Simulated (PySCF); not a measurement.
Species: C6H11O2 (doublet state).
Numbering: `[CH3:1][C:2]([CH3:3])[CH2:4][O:5][C:6]([CH3:7])=[O:8]` (hydrogens: H9, H10, H11 on C1; H12, H13, H14 on C3; H15, H16 on C4; H17, H18, H19 on C7)

Geometry (GFN2-xTB, Å), atoms numbered from 1 in this order:
```
atom  x, y, z in Å
C1    -1.579   -1.333   -0.944
C2    -1.271    0.050   -0.507
C3    -2.005    0.664    0.627
C4    -0.134    0.771   -1.117
O5     0.995    0.911   -0.198
C6     1.783   -0.147   -0.032
C7     2.878    0.155    0.961
O8     1.645   -1.197   -0.603
H9    -0.679   -1.953   -0.911
H10   -2.345   -1.779   -0.315
H11   -1.929   -1.350   -1.981
H12   -1.625    1.659    0.844
H13   -3.074    0.737    0.403
H14   -1.919    0.054    1.531
H15    0.225    0.253   -2.011
H16   -0.378    1.813   -1.351
H17    3.393    1.067    0.671
H18    2.436    0.313    1.943
H19    3.574   -0.677    0.999
```

The hyperfine couplings belong to this conformer and change with its torsions.

Theory: PySCF 2.14.0, UKS B3LYP, pcH-1 on C H O, non-relativistic, mean-field spin-orbit, GIAO. Isolated species at its GFN2-xTB geometry (one conformer only). A GFN2-xTB geometry isn't a minimum of the functional, and hyperfine couplings can be far from their values at a DFT geometry. No stability test was run, so a lower SCF solution isn't excluded.

Task: Where do the isotropic ENDOR lines of C2, C1/C3, C4, C7, C6, H9 (×6), H15/H16 and H17/H18/H19 fall at 3349.6 mT, to first order?

Result: ν± = |νn ± a/2|, one line for each electron-spin manifold; νn = |g_N| × 7.62259 MHz/T × B.

```json
{"nuclei": "C2", "isotope": "13C", "g_N": "1.4048", "νn (MHz)": "35.87", "a_iso (MHz)": "91.44", "lower line (MHz)": "9.85", "upper line (MHz)": "81.59"}
{"nuclei": "C1/C3", "isotope": "13C", "g_N": "1.4048", "νn (MHz)": "35.87", "a_iso (MHz)": "-32.63", "lower line (MHz)": "19.55", "upper line (MHz)": "52.19"}
{"nuclei": "C4", "isotope": "13C", "g_N": "1.4048", "νn (MHz)": "35.87", "a_iso (MHz)": "-18.97", "lower line (MHz)": "26.38", "upper line (MHz)": "45.36"}
{"nuclei": "C7", "isotope": "13C", "g_N": "1.4048", "νn (MHz)": "35.87", "a_iso (MHz)": "5.02", "lower line (MHz)": "33.36", "upper line (MHz)": "38.38"}
{"nuclei": "C6", "isotope": "13C", "g_N": "1.4048", "νn (MHz)": "35.87", "a_iso (MHz)": "-2.21", "lower line (MHz)": "34.76", "upper line (MHz)": "36.97"}
{"nuclei": "H9 (×6)", "isotope": "1H", "g_N": "5.5857", "νn (MHz)": "142.62", "a_iso (MHz)": "71.00", "lower line (MHz)": "107.12", "upper line (MHz)": "178.12"}
{"nuclei": "H15/H16", "isotope": "1H", "g_N": "5.5857", "νn (MHz)": "142.62", "a_iso (MHz)": "26.32", "lower line (MHz)": "129.46", "upper line (MHz)": "155.78"}
{"nuclei": "H17/H18/H19", "isotope": "1H", "g_N": "5.5857", "νn (MHz)": "142.62", "a_iso (MHz)": "0.51", "lower line (MHz)": "142.36", "upper line (MHz)": "142.87"}
```

The rows for 13C, of low natural abundance, apply to labelled samples.

Task: Which pairs are centred on the nuclear Larmor frequency, and which on half the coupling?

Result: Centred on νn, since |a| < 2νn: C1/C3, C4, C7, C6, H9 (×6), H15/H16 and H17/H18/H19. Centred on |a|/2 and split by 2νn: C2.

Task: At what field would the lower line of C6 fall to zero frequency?

Result: Where νn = |a|/2, that is B = 1.10 MHz/(1.4048 × 7.62259 MHz/T) = 103 mT, as far as first order holds there.

Nuclei that the bonding pattern makes equivalent are averaged, as if the motion that swaps them (rotation, inversion, ring flip) were fast. The six 1H nuclei of mean +71.0 MHz run from 2.7 to 113.3 MHz in the frozen geometry. The 1H value of +26.3 MHz is a mean of couplings from 1.8 to 50.8 MHz in this one geometry, not an average over conformers.
